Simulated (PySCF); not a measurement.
W(OH)4(H)2 (H₆O₄W), SMILES [WH2]([OH])([OH])([OH])[OH], multiplicity 1.

Geometry optimised at PBE-D3(BJ)/def2-SVP. The multiplicity is an assumed one; no other spin state was optimised. The structure was generated by enumeration; whether it is a known compound was not checked. The def2 effective core potentials stand for the cores of W; spin–orbit coupling is left out. One conformer was computed; it need not be the lowest.

These are PBE-D3(BJ)/def2-SVP run with PySCF values and carry that method's errors.

Frequencies are harmonic and unscaled.

| mode | ν (cm⁻¹) | IR (km/mol) | moving atoms (share of kinetic energy) |
|---|---|---|---|
| 1 | 84 | 14.8 | O 45 %, H 45 %, W 10 % |
| 2 | 139 | 0.8 | O 72 %, H 28 % |
| 3 | 179 | 6.5 | O 62 %, H 34 % |
| 4 | 187 | 11.7 | O 65 %, H 24 %, W 12 % |
| 5 | 227 | 12.5 | O 66 %, H 18 %, W 16 % |
| 6 | 368 | 96.1 | H 76 %, O 24 % |
| 7 | 393 | 80.4 | H 82 %, O 18 % |
| 8 | 398 | 22.9 | H 62 %, O 36 % |
| 9 | 453 | 3.6 | H 63 %, O 36 % |
| 10 | 510 | 187.5 | H 86 %, O 14 % |
| 11 | 580 | 522.9 | H 72 %, O 26 % |
| 12 | 600 | 11.5 | O 65 %, H 34 % |
| 13 | 636 | 200.0 | O 63 %, H 31 % |
| 14 | 639 | 133.1 | H 77 %, O 22 % |
| 15 | 673 | 146.5 | O 68 %, H 18 %, W 14 % |
| 16 | 684 | 27.0 | O 77 %, H 21 % |
| 17 | 715 | 9.9 | H 50 %, O 49 % |
| 18 | 784 | 17.3 | H 72 %, O 20 %, W 8 % |
| 19 | 873 | 0.2 | H 94 % |
| 20 | 923 | 4.3 | H 94 % |
| 21 | 1058 | 14.0 | H 99 % |
| 22 | 1930 | 147.9 | H 100 % |
| 23 | 1962 | 170.2 | H 99 % |
| 24 | 3748 | 272.1 | H 94 % |
| 25 | 3751 | 0.1 | H 94 % |
| 26 | 3768 | 243.6 | H 94 % |
| 27 | 3770 | 81.1 | H 94 % |
